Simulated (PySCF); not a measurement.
Compound: cyclo-(Me2GeO)4, C₈H₂₄Ge₄O₄.
Structure used (PBE0-D3(BJ)/def2-SVP), in Å, numbered top down from 1:
```
atom  x, y, z in Å
Ge1   -1.044   -1.707    0.818
C2    -2.836   -1.366    0.166
C3    -0.793   -3.308    1.878
O4    -0.454   -0.357    1.818
Ge5   -0.687    1.388    1.531
C6    -2.265    1.968    2.493
C7     0.983    2.258    1.987
O8    -1.062    1.586   -0.198
Ge9    0.062    1.493   -1.579
C10   -0.853    0.525   -2.986
C11    0.662    3.283   -2.010
O12    1.506    0.608   -1.028
Ge13   1.665   -1.151   -0.782
C14    2.685   -1.406    0.845
C15    2.396   -1.945   -2.390
O16    0.016   -1.801   -0.614
H17   -3.553   -1.341    0.999
H18   -3.139   -2.152   -0.541
H19   -2.839   -0.394   -0.347
H20    0.250   -3.358    2.220
H21   -1.451   -3.297    2.758
H22   -1.013   -4.201    1.275
H23   -3.142    1.427    2.111
H24   -2.155    1.758    3.566
H25   -2.428    3.046    2.353
H26    1.251    2.050    3.032
H27    0.902    3.347    1.850
H28    1.767    1.867    1.323
H29   -1.795    1.027   -3.246
H30   -0.223    0.463   -3.885
H31   -1.067   -0.490   -2.622
H32    1.350    3.263   -2.868
H33   -0.197    3.924   -2.254
H34    1.191    3.709   -1.146
H35    2.124   -0.962    1.679
H36    3.666   -0.917    0.763
H37    2.839   -2.478    1.041
H38    2.536   -3.028   -2.255
H39    3.365   -1.487   -2.634
H40    1.704   -1.780   -3.227
```

Computed with PBE0-D3(BJ)/def2-SVP geometry optimisation, gas phase in PySCF.

Masses are those of the commonest isotopes; rigid-rotor values at the optimised geometry. The values belong to one conformer.

Q: What are A, B and C (cm⁻¹)?

A: Ia = 1860.56, Ib = 1868.46, Ic = 2714.01 u·Å²; 505379 MHz·u·Å²/I gives 271.6, 270.5 and 186.2 MHz, that is A = 0.00906, B = 0.00902, C = 0.00621 cm⁻¹.

Q: Classify the top.

A: An oblate symmetric top, as the point group S4 requires two equal moments; the computed ones differ by 0.42 % because the geometry is symmetric only within the optimiser's tolerance. Ray's parameter κ = (2B − A − C)/(A − C) = 0.973; −1 is the prolate and +1 the oblate limit.

Q: What does the inertial defect say?

A: Not planar: Δ = Ic − Ia − Ib = -1015.02 u·Å². For a rigid frame Δ = −2 Σ m c², so Σ m c² = 507.51 u·Å² lies off the ab plane: 94.66 from hydrogen and 412.84 from heavier atoms. The atom farthest from that plane is 3.16 Å away.

The point group S4 allows no dipole (computed: 0.04 D), so a rigid rotor has no electric-dipole lines.

Q: Estimate the classical rotational partition function at 10 K, 25 K and 50 K.

A: Point group S4, symmetry number σ = 2; q = (√π/σ)·√((kT/h)³/(ABC)), k/h = 20836.6 MHz/K: 22800 at 10 K, 90100 at 25 K, 255000 at 50 K.

PBE0-D3(BJ)/def2-SVP frequencies: not computed here. Constants of a rigid frame at the computed geometry: no zero-point averaging, no centrifugal distortion.

The run took 43 min wall, 88 min CPU on 2 threads, Intel Xeon Platinum 8488C (x86_64) (shared host), and the process peaked at 4.4 GiB of memory. That covers the optimisation of the geometry.
